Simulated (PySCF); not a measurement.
C2H4ClNSi, SMILES [SiH2](Cl)CC#N. Atoms are numbered in the order given.

```xyz
9

N      2.7582    -0.4601    -0.3156
C      1.8929     0.3133    -0.2323
C      0.7835     1.2416    -0.1478
Si    -0.8890     0.4371    -0.5519
Cl    -1.2837    -1.0173     0.8575
H      0.7331     1.6759     0.8660
H      0.9423     2.0786    -0.8520
H     -1.9331     1.4935    -0.4742
H     -0.8398    -0.1805    -1.9014
```
Charge 0, spin multiplicity 1.

Coordinates come from a r2SCAN-D4/def2-SVP optimisation. The structure was generated by enumeration, and PubChem lists no compound with its InChIKey, so it may never have been made. The values are those of a single conformer.

These are TDDFT-B3LYP/def2-SVPD (PySCF 2.14.0) values and carry that method's errors.

Vertical excitations. The molecule is in vacuum.

### Question
Estimate the UV-visible absorptions. (An estimate is asked for; the answer gives what the named calculation found.)

### Answer

| state | energy (eV) | λ (nm) | f | main pairs |
|---|---|---|---|---|
| S1 | 7.12 | 174 | 0.006 | HOMO→LUMO 83 % |
| S2 | 7.31 | 170 | 0.001 | HOMO→LUMO+3 39 %, HOMO→LUMO+2 17 %, HOMO→LUMO 12 %, HOMO→LUMO+1 8 % |
| S3 | 7.35 | 169 | 0.012 | HOMO−1→LUMO 93 % |
| S4 | 7.46 | 166 | 0.027 | HOMO→LUMO+1 53 %, HOMO→LUMO+2 15 %, HOMO−2→LUMO+3 12 % |
| S5 | 7.63 | 163 | 0.005 | HOMO−2→LUMO+1 31 %, HOMO−2→LUMO+2 26 %, HOMO→LUMO+2 13 %, HOMO−2→LUMO+4 6 % |
| S6 | 7.73 | 160 | 0.031 | HOMO→LUMO+3 30 %, HOMO→LUMO+1 19 %, HOMO→LUMO+2 18 %, HOMO−2→LUMO+2 9 % |
| S7 | 7.90 | 157 | 0.003 | HOMO−1→LUMO+1 66 %, HOMO−2→LUMO 15 % |
| S8 | 7.94 | 156 | 0.013 | HOMO−2→LUMO 52 %, HOMO−3→LUMO 21 %, HOMO−1→LUMO+1 10 % |
| S9 | 7.96 | 156 | 0.017 | HOMO−3→LUMO 63 %, HOMO−2→LUMO 20 % |
| S10 | 8.09 | 153 | 0.006 | HOMO−1→LUMO+2 79 % |
| T1 | 6.09 | 203 | 0 | HOMO→LUMO+2 22 %, HOMO−2→LUMO+3 21 %, HOMO→LUMO+1 13 %, HOMO→LUMO+4 5 % |
| T2 | 6.60 | 188 | 0 | HOMO→LUMO+3 33 %, HOMO−2→LUMO+2 15 %, HOMO−3→LUMO+3 8 %, HOMO−2→LUMO+1 7 % |
| T3 | 6.62 | 187 | 0 | HOMO−2→LUMO+3 40 %, HOMO→LUMO+2 16 %, HOMO→LUMO+1 8 %, HOMO−2→LUMO+2 6 % |
| T4 | 6.91 | 179 | 0 | HOMO→LUMO 79 % |
Triplets are in the Tamm–Dancoff approximation, which puts them higher than full response would, so one can lie above its singlet here.
